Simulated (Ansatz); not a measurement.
System: TeO, charge 0, triplet. TeO (SMILES O=[Te], triplet).
B3LYP-D3(BJ)/def2-TZVP minimum from Ansatz (a program for electronic structure):
```
O
Te 1 1.8289
```
Charge 0, spin multiplicity 3.

Total energies in hartree (Ansatz). UHF or UKS for unpaired electrons; spin-orbit terms are left out. Correlated methods leave the cores frozen (noble-gas shells, and filled d and f shells in the p block). Past Kr the def2 sets carry scalar-relativistic core potentials. Spin-orbit terms, left out, reach several kcal/mol for Br and I, and more for heavier atoms. The UHF reference of OTe (O=[Te], triplet) is spin-contaminated (<S^2> up to 0.08 over the pure value in the sets run). The determinant of OTe (O=[Te], triplet) is a saddle point of the SCF energy; a lower one exists, which strains HF and MP2.

```csv
species,HF/def2-TZVPP,CCSD(T)/def2-TZVPP,HF/def2-QZVPP,CCSD(T)/def2-QZVPP,CCSDT(Q)/def2-QZVPP
"1: TeO (SMILES O=[Te], triplet)",-341.84625,-342.22632,-341.85349,-342.26347,-342.26651
2: O (triplet),-74.81563,-74.97674,-74.81863,-74.99407,-74.99447
3: Te (triplet),-267.00555,-267.11065,-267.00694,-267.12283,-267.12360
```

Problem. Work out the atomisation energy (electronic, to ground-state atoms) in kcal/mol: take Hartree-Fock from def2-QZVPP, extrapolate the CCSD(T) correlation energy as X^-3 (X = 3, 4), and add CCSDT(Q) - CCSD(T) in def2-QZVPP. 1 hartree = 627.51 kcal/mol.

Solution. 
Species 1: correlation (64·(-0.40998) - 27·(-0.38007))/37 = -0.43181; step -0.00304; E1 = -341.85349 + (-0.43181) + (-0.00304) = -342.28834
Species 2: correlation (64·(-0.17544) - 27·(-0.16111))/37 = -0.18590; step -0.00040; E2 = -74.81863 + (-0.18590) + (-0.00040) = -75.00493
Species 3: correlation (64·(-0.11589) - 27·(-0.10510))/37 = -0.12376; step -0.00077; E3 = -267.00694 + (-0.12376) + (-0.00077) = -267.13147
-1·E1 +1·E2 +1·E3 = 0.15194 hartree = 95.3 kcal/mol.
